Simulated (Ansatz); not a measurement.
Gas-phase reaction in SMILES: [Cl][Tl] -> [Cl][Tl] as doublet, charge -1 (an electron is taken up)
Structures are relaxed separately at B3LYP-D3(BJ)/def2-TZVP in Ansatz (a program for electronic structure). A spin state is the lowest found, not a proven ground state.
Geometry of the first species:
SMILES: [Cl][Tl]
```xyz
2

Tl     0.0000     0.0000    -0.4393
Cl     0.0000     0.0000     2.0929
```

Wanted: adiabatic electron affinity (electronic energy difference), positive where the reaction releases energy, in eV. Correlated levels leave the core frozen unless marked. UHF or UKS for open shells. No spin-orbit coupling. The frozen core is the preceding noble-gas configuration, with the filled d and f shells of earlier blocks. In def2 rows, elements after Kr have scalar-relativistic effective core potentials. Anions need diffuse functions: def2-D sets add few. Basis-set limits of correlation are two-point, X^-3; Hartree-Fock from the larger set.

```
level                                     program  adiabatic electron affinity (eV)
---------------------------------  --------------  --------------------------------
r2SCANh/def2-TZVPD                         Ansatz                              0.41
CAM-B3LYP-D3(BJ)/def2-TZVPD        Ansatz + dftd3                              0.42
wB97X-V/def2-TZVPD                         Ansatz                              0.27
CCSD/def2-QZVPPD                           Ansatz                              0.31
CCSD/CBS(def2-TZVPPD,def2-QZVPPD)          Ansatz                              0.33
CCSD(T)/def2-TZVPPD                        Ansatz                              0.28
```
